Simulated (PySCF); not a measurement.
This PySCF input asks for the NMR shieldings of SMILES CC[C@H]([SiH2]N=C)C, C5H13NSi; the geometry comes from GFN2-xTB.

```python
import basis_set_exchange as bse
import numpy as np
from pyscf import gto, dft
from pyscf.prop import nmr

atoms = """
C     2.168317    2.242750    0.628855
N     1.392237    1.593277   -0.099894
Si    1.335078   -0.047291   -0.627294
C    -0.188296   -0.890315    0.164262
C    -0.188527   -2.368349   -0.222387
C    -1.524114   -0.261170   -0.238033
C    -1.736292    1.131865    0.338223
H     1.965561    3.294586    0.818945
H     3.065492    1.838090    1.106318
H     1.167052    0.098941   -2.073541
H     2.520120   -0.866210   -0.320796
H    -0.109514   -0.832699    1.256056
H     0.728935   -2.859962    0.092943
H    -1.027378   -2.889322    0.239497
H    -0.278762   -2.477793   -1.301285
H    -2.333994   -0.911713    0.110056
H    -1.589474   -0.217562   -1.327677
H    -1.697132    1.103337    1.425628
H    -0.965748    1.810446   -0.014840
H    -2.708708    1.519774    0.041929
"""
names = dict.fromkeys(["C", "N", "Si", "H"], "pcSseg-1")
basis = {el: gto.basis.parse(bse.get_basis(n, elements=[el], fmt="nwchem")) for el, n in names.items()}
mol = gto.M(atom=atoms, basis=basis, charge=0, verbose=0)
mf = dft.RKS(mol, xc="PBE0")
mf.grids.level = 2
mf.grids.alignment = dft.numint.BLKSIZE   # the property module wants whole blocks of grid points
mf.conv_tol = 1e-9
mf.kernel()

calc = nmr.RKS(mf)   # GIAO
C = mf.mo_coeff
Co = C[:, mf.mo_occ > 0]
resp = mf.gen_response(singlet=True, hermi=2)
def vind(x):   # induced exchange potential for any number of trial vectors
    d = np.einsum("pi,xij,qj->xpq", C, 2 * x.reshape(-1, C.shape[1], Co.shape[1]), Co, optimize=True)
    return np.einsum("xpq,pi,qj->xij", resp(d - d.transpose(0, 2, 1)), C, Co, optimize=True).ravel()
mo1, _ = nmr.rhf.solve_mo1(calc, with_cphf=vind)
sigma = calc.kernel(mo1)
for i, s in enumerate(sigma):   # ppm
    w = np.linalg.eigvalsh((s + s.T) / 2)
    print("%2d %-2s iso %8.1f  s11 %8.1f  s22 %8.1f  s33 %8.1f" % (i, mol.atom_pure_symbol(i), w.mean(), *w))
```

Question: What are the results?

Answer: 
```
 0 C  iso     15.8  s11    -77.8  s22     -1.7  s33    127.0
 1 N  iso   -159.9  s11   -579.9  s22   -190.2  s33    290.4
 2 Si iso    371.6  s11    338.5  s22    354.9  s33    421.2
 3 C  iso    158.7  s11    147.3  s22    162.3  s33    166.5
 4 C  iso    167.5  s11    150.6  s22    163.7  s33    188.3
 5 C  iso    151.6  s11    136.0  s22    148.4  s33    170.6
 6 C  iso    169.6  s11    157.5  s22    166.6  s33    184.8
 7 H  iso     23.1  s11     21.7  s22     22.6  s33     25.0
 8 H  iso     23.0  s11     20.9  s22     22.2  s33     25.8
 9 H  iso     26.7  s11     24.6  s22     25.0  s33     30.6
10 H  iso     26.8  s11     23.3  s22     25.4  s33     31.6
11 H  iso     30.9  s11     27.2  s22     30.1  s33     35.5
12 H  iso     30.5  s11     25.6  s22     28.2  s33     37.6
13 H  iso     30.5  s11     26.2  s22     28.2  s33     37.0
14 H  iso     30.8  s11     27.0  s22     28.8  s33     36.5
15 H  iso     30.1  s11     24.8  s22     30.1  s33     35.2
16 H  iso     30.0  s11     26.4  s22     29.5  s33     34.2
17 H  iso     31.1  s11     27.6  s22     28.9  s33     36.9
18 H  iso     29.3  s11     23.1  s22     29.6  s33     35.2
19 H  iso     30.7  s11     25.9  s22     27.9  s33     38.2
```

These numbers come from an equivalent density-fitted implementation of the same equations, which agrees with the script to about 0.01 ppm for H and up to a few tenths of a ppm for heavy atoms, so last digits may differ.

Question: Turn these shieldings into chemical shifts. Chemical shifts δ = σref − σ; TMS for ¹³C (186.93 ppm), ²⁹Si (349.16 ppm), ¹H (31.72 ppm); ¹⁵N (267.73 ppm) vs NH3, all at this level.

Answer: Averaging equivalent atoms: C 0: 171.1; C 5: 35.3; C 3: 28.2; C 4: 19.4; C 6: 17.3; N 1: 427.6; Si 2: -22.4; H 8: 8.73; H 7: 8.61; H 9: 4.98; H 10: 4.95; H 16: 1.71; H 15: 1.66; H 17/18/19: 1.36; H 12/13/14: 1.15; H 11: 0.81 ppm. Experimental scales use liquid or dissolved standards, which lie at an offset from isolated NH3 (liquid NH3: subtract about 20 ppm). Unscaled 15N shifts of sp2 nitrogen come out 20 to 40 ppm too high even then.

Size and cost of the density-fitted run: 191 basis functions, 34 s wall time on 1 thread of an Arm Neoverse V1, shared host; peak memory 0.85 GiB.
